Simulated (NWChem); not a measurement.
System meant: SnH₄Se; SMILES [SeH][SnH3]

The following NWChem deck was run.

```
start job
memory heap 200 mb stack 900 mb global 1100 mb
geometry units angstroms noautoz
  Sn     0.006289     1.006378    -0.000570
  Se     0.049731    -1.541089    -0.001741
  H     -0.800779     1.575818    -1.399173
  H      1.651435     1.467542    -0.010934
  H     -0.782714     1.575356     1.408513
  H     -1.418772    -1.630334     0.003043
end
basis spherical
  Sn library def2-svp
  Se library def2-svp
  H library def2-svp
end
dft
  xc xpbe96 cpbe96
  iterations 150
  mulliken
end
task dft energy
```

End of the output:

```
             Grid Information
             ----------------
          Grid used for XC integration:  medium
          Radial quadrature: Mura-Knowles
          Angular quadrature: Lebedev.
          Tag              B.-S. Rad. Rad. Pts. Rad. Cut. Ang. Pts.
          ---              ---------- --------- --------- ---------
          Sn                  1.45      123          10.0       590
          Se                  1.15      112          10.0       590
          H                   0.35       45          11.0       434
          Grid pruning is: on
          Number of quadrature shells:   415
          Spatial weights used:  Erf1

          Convergence Information
          -----------------------
          Convergence aids based upon iterative change in
          total energy or number of iterations.
          Levelshifting, if invoked, occurs when the
          HOMO/LUMO gap drops below (HL_TOL):  1.00D-02
          DIIS, if invoked, will attempt to extrapolate
          using up to (NFOCK): 10 stored Fock matrices.

                    Damping( 0%)  Levelshifting(0.5)       DIIS
                  --------------- ------------------- ---------------
          dE  on:    start            ASAP                start
          dE off:    2 iters        150 iters           150 iters

      Screening Tolerance Information
      -------------------------------
          Density screening/tol_rho:  1.00D-10
          AO Gaussian exp screening on grid/accAOfunc:  14
          CD Gaussian exp screening on grid/accCDfunc:  20
          XC Gaussian exp screening on grid/accXCfunc:  20
          Schwarz screening/accCoul:  1.00D-08

      Superposition of Atomic Density Guess
      -------------------------------------

      charge =      50.0 Sn (Tin)

      symmetry species            s     p     d     f
      number of basis functions =10     7     6
      number of cont. functions = 4     4     2
      number of closed shells   = 5     3     2
      number of open shells     = 0     1     0
      open shell occupation     = 0     2     0
 ------------------------------------------------------------------------
 atomscf:atomd: error in atom scf                   0
 ------------------------------------------------------------------------
 ------------------------------------------------------------------------
  current input line :
    21: task dft energy
 ------------------------------------------------------------------------
 ------------------------------------------------------------------------
 This error has not yet been assigned to a category
 ------------------------------------------------------------------------
 For more information see the NWChem manual at https://nwchemgit.github.io

0:atomscf:atomd: error in atom scf:Received an Error in Communication
```

**Question.** Find the fault in this run and fix the input.

**Answer.** The run crashed. Cause: the def2 basis of a heavy element holds valence functions alone and wants its effective core potential (without it all electrons must fit into that basis). This input runs:
```
start job
memory heap 200 mb stack 900 mb global 1100 mb
geometry units angstroms noautoz
  Sn     0.006289     1.006378    -0.000570
  Se     0.049731    -1.541089    -0.001741
  H     -0.800779     1.575818    -1.399173
  H      1.651435     1.467542    -0.010934
  H     -0.782714     1.575356     1.408513
  H     -1.418772    -1.630334     0.003043
end
basis spherical
  Sn library def2-svp
  Se library def2-svp
  H library def2-svp
end
ecp
  Sn library def2-ecp
end
dft
  xc xpbe96 cpbe96
  iterations 150
  mulliken
end
task dft energy
```
It converges to -2617.57880 Ha (PBE/def2-SVP with def2 effective core potentials on Sn).
